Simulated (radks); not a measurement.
Values are calculated unless marked as measured or tabulated.
Task: Neutral tantalum, configuration [Xe] 4f14 5d3 6s2 (the NIST ground configuration). Code: a radial shooting solver on a logarithmic mesh with Libxc functionals. Model: Dirac Kohn-Sham, BLYP, spin-unpolarised, spherical densities, point nucleus; open shells are shared between the two j in proportion to 2j + 1.

Spin-orbit splittings of the eigenvalues, e(l+1/2) - e(l-1/2), with zeta = 2 splitting/(2l+1) and mean radii in bohr:

| shell | occ. | splitting (eV) | zeta (eV) | <r> j=l-1/2 | <r> j=l+1/2 |
|---|---|---|---|---|---|
| 2p | 6 | 1271 | 847.1 | 0.06486 | 0.07271 |
| 3p | 6 | ? | ? | 0.1942 | 0.2088 |
| 3d | 10 | 59.58 | 23.83 | 0.1829 | 0.1874 |
| 4p | 6 | 63.03 | 42.02 | 0.4644 | 0.4976 |
| 4d | 10 | 11.58 | 4.630 | 0.5165 | 0.5280 |
| 4f | 14 | 1.982 | 0.5663 | 0.6342 | 0.6452 |
| 5p | 6 | 8.767 | 5.845 | 1.221 | 1.329 |
| 5d | 3 | 0.5826 | 0.2330 | 2.198 | 2.313 |
| 6p | 0 | 0.4190 | 0.2794 | 4.679 | 5.261 |

Estimate the 3p splitting.

Result: 273.5 eV (zeta = 182.4 eV).
